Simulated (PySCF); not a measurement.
CH8AlAs.
Bonds: C1–Al2, Al2–As3. Hydrogens: H4, H5, H6 on C1; H7, H8 on Al2; H9, H10, H11 on As3.

Method used: PBE0-D3(BJ)/def2-SVP geometry optimisation, gas phase in PySCF 2.14.0.

**Question.** List the bond lengths and angles at this level.

**Answer.** 
```json
{"bond": "C1–Al2", "length (pm)": "197.4", "order": "single"}
{"bond": "Al2–As3", "length (pm)": "264.2", "order": "single"}
{"bond": "C1–H4, C1–H5, C1–H6", "length (pm)": "110.3", "order": "single"}
{"bond": "Al2–H7, Al2–H8", "length (pm)": "160.5", "order": "single"}
{"bond": "As3–H9, As3–H10, As3–H11", "length (pm)": "151.1", "order": "single"}
```

Bonds in one row agree within 1 pm and their mean is given. Orders are formal, as drawn. A selection of angles:
```json
{"angle": "Al2–C1–H4", "degrees": "109.5"}
{"angle": "Al2–C1–H5", "degrees": "113.0"}
{"angle": "H4–C1–H5", "degrees": "106.7"}
{"angle": "H4–C1–H6", "degrees": "106.4"}
{"angle": "C1–Al2–As3", "degrees": "100.4"}
{"angle": "C1–Al2–H7", "degrees": "119.6"}
{"angle": "As3–Al2–H7", "degrees": "94.9"}
{"angle": "H7–Al2–H8", "degrees": "117.2"}
{"angle": "Al2–As3–H9", "degrees": "120.0"}
{"angle": "Al2–As3–H10", "degrees": "118.2"}
{"angle": "Al2–As3–H11", "degrees": "121.7"}
{"angle": "H9–As3–H10", "degrees": "97.1"}
```

Al2 (aluminium bonded to As, C and 2 H) has angles from 94.5° to 119.6°. As3 (arsenic bonded to Al and 3 H) is distorted tetrahedral (angles from 97.1° to 121.7°).

Point group: near Cs, missed by 0.17 Å at most; the miss may be what the optimiser left on a soft mode. Whether it is a minimum is left open (no frequencies).
